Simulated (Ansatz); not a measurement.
## Molecular dynamics of C₃H₉AlSi

Input file:

```yaml
crystal:
  periodic: [false, false, false]
  atoms:
    - { symbol: C, position_ang: [-1.633625, -0.631411, 1.242597] }
    - { symbol: C, position_ang: [-0.455136, -0.586979, 0.59159] }
    - { symbol: Al, position_ang: [1.107524, -1.133593, 1.51789] }
    - { symbol: Si, position_ang: [-0.423051, 0.05863, -1.152935] }
    - { symbol: C, position_ang: [0.844465, 1.425277, -1.326171] }
    - { symbol: H, position_ang: [-1.731012, -0.982152, 2.284655] }
    - { symbol: H, position_ang: [-2.59083, -0.300703, 0.80289] }
    - { symbol: H, position_ang: [2.435429, -1.231872, 0.843487] }
    - { symbol: H, position_ang: [0.996427, -1.501148, 2.957794] }
    - { symbol: H, position_ang: [-0.060518, -0.990701, -2.045915] }
    - { symbol: H, position_ang: [-1.727128, 0.536198, -1.481878] }
    - { symbol: H, position_ang: [1.831118, 1.079162, -1.016247] }
    - { symbol: H, position_ang: [0.917942, 1.774545, -2.354751] }
    - { symbol: H, position_ang: [0.557682, 2.311544, -0.76346] }
basis:
  gaussian: { orbitals: STO-3G }
hamiltonian:
  xc: pbe0
  dispersion: d4
md:
  timestep: 0.5
  n_steps: 400
  ensemble: nve
  temperature: 1000.0
  initial_velocities: maxwell_boltzmann
  seed: 870790
```

Command:

```bash
$ ansatz run input.yaml --threads 1 --pin off --max-ram 2048MiB --backend cpu --events-out ev --progress --plain --runs-dir out
```

It goes on from the last frame of an earlier run, with new velocities.

Output, in part (step lines, the closing report, with atoms numbered from 0):

```
md step     0: t =     0.00 fs  T =  1000.0 K  F+E_penalty+E_count = -17512.89061424 eV  E_kin = 1.551120 eV  conserved = -17511.33949425 eV  (21 SCF iters)
[... lines left out ...]
Total energy: -17512.09945244 eV, -643.5577847498 hartree
Atom 0 at    -1.483295    -0.424415     1.302859 Å, force     3.653922    -1.507026    -1.422305 eV/Å
Atom 1 at    -0.338282    -0.588300     0.529061 Å, force    -0.938140    -0.347024     2.235938 eV/Å
Atom 2 at     1.147904    -1.329945     1.558462 Å, force    -2.180840     0.413257     0.194012 eV/Å
Atom 3 at    -0.486715     0.080628    -1.211696 Å, force     2.374518    -0.350402    -0.178343 eV/Å
Atom 4 at     0.681056     1.549523    -1.311167 Å, force     0.088473     1.429214    -0.320226 eV/Å
Atom 5 at    -1.525648    -0.749066     2.381648 Å, force    -0.386925     0.524755    -1.184749 eV/Å
Atom 6 at    -2.344115    -0.145296     0.728903 Å, force    -1.578311     0.649039     0.579889 eV/Å
Atom 7 at     2.570961    -1.225341     1.257930 Å, force     0.938803     0.024542    -0.373434 eV/Å
Atom 8 at     0.615691    -1.941353     2.843756 Å, force     0.408740     0.047777    -0.313161 eV/Å
Atom 9 at    -0.204817    -0.794131    -2.354498 Å, force    -0.051240     0.011136     0.636008 eV/Å
Atom 10 at    -1.757917     0.555599    -1.337241 Å, force    -2.439949     0.755475    -0.389644 eV/Å
Atom 11 at     0.445579     2.376181    -2.046560 Å, force     0.280331    -1.716257    -0.019889 eV/Å
Atom 12 at     0.553262     2.150870    -0.389141 Å, force     0.791306    -0.818979     0.171392 eV/Å
Atom 13 at     1.732519     1.179101    -1.458811 Å, force    -0.960689     0.884494     0.384515 eV/Å
Dipole moment:     0.135156    -0.104590    -0.000016 e Å
```

The steps, from the saved trajectory:

| time (fs) | T (K) | potential energy less start (eV) | conserved less start (meV/atom) |
| --- | --- | --- | --- |
| 0.0 | 1000 | 0.000 | 0.00 |
| 6.5 | 577 | 0.659 | 0.26 |
| 13.0 | 409 | 0.922 | 0.36 |
| 19.5 | 655 | 0.537 | 0.06 |
| 26.0 | 613 | 0.603 | 0.18 |
| 32.5 | 353 | 1.010 | 0.44 |
| 39.0 | 602 | 0.619 | 0.14 |
| 45.5 | 560 | 0.685 | 0.21 |
| 52.0 | 354 | 1.009 | 0.44 |
| 58.5 | 472 | 0.824 | 0.32 |
| 65.0 | 642 | 0.560 | 0.26 |
| 71.5 | 383 | 0.963 | 0.44 |
| 78.0 | 430 | 0.890 | 0.36 |
| 84.5 | 462 | 0.839 | 0.31 |
| 91.0 | 574 | 0.666 | 0.33 |
| 97.5 | 505 | 0.774 | 0.41 |
| 104.0 | 579 | 0.657 | 0.25 |
| 110.5 | 525 | 0.741 | 0.28 |
| 117.0 | 490 | 0.795 | 0.31 |
| 123.5 | 430 | 0.887 | 0.24 |
| 130.0 | 586 | 0.647 | 0.28 |
| 136.5 | 564 | 0.680 | 0.28 |
| 143.0 | 490 | 0.794 | 0.27 |
| 149.5 | 501 | 0.779 | 0.33 |
| 156.0 | 626 | 0.584 | 0.30 |
| 162.5 | 451 | 0.855 | 0.30 |
| 169.0 | 419 | 0.906 | 0.39 |
| 175.5 | 545 | 0.710 | 0.32 |
| 182.0 | 577 | 0.660 | 0.25 |
| 188.5 | 413 | 0.916 | 0.47 |
| 195.0 | 638 | 0.565 | 0.30 |

The run went to its last step. The conserved energy stayed within 0.54 meV per atom of its start (net change 0.41 meV per atom), so the integration is sound. The temperature averaged 0.52 of the 1000 K drawn at the start: a run that starts near a minimum puts about half its kinetic energy into the potential. A run of 0.2 ps of so small a system gives no equilibrium averages. Limits of this set-up: minimal basis.

The same pairs are bonded in the first frame and the last. Pairs count as bonded within 1.25 times the sum of covalent radii (0.12 Å more for H–H).

Last frame:

```xyz
14
Properties=species:S:1:pos:R:3
C -1.483 -0.424 1.303
C -0.338 -0.588 0.529
Al 1.148 -1.330 1.558
Si -0.487 0.081 -1.212
C 0.681 1.550 -1.311
H -1.526 -0.749 2.382
H -2.344 -0.145 0.729
H 2.571 -1.225 1.258
H 0.616 -1.941 2.844
H -0.205 -0.794 -2.354
H -1.758 0.556 -1.337
H 0.446 2.376 -2.047
H 0.553 2.151 -0.389
H 1.732 1.179 -1.459
```

Run time: 17 min on 1 thread of Arm Neoverse V2, on a shared host, peak memory 0.11 GiB.
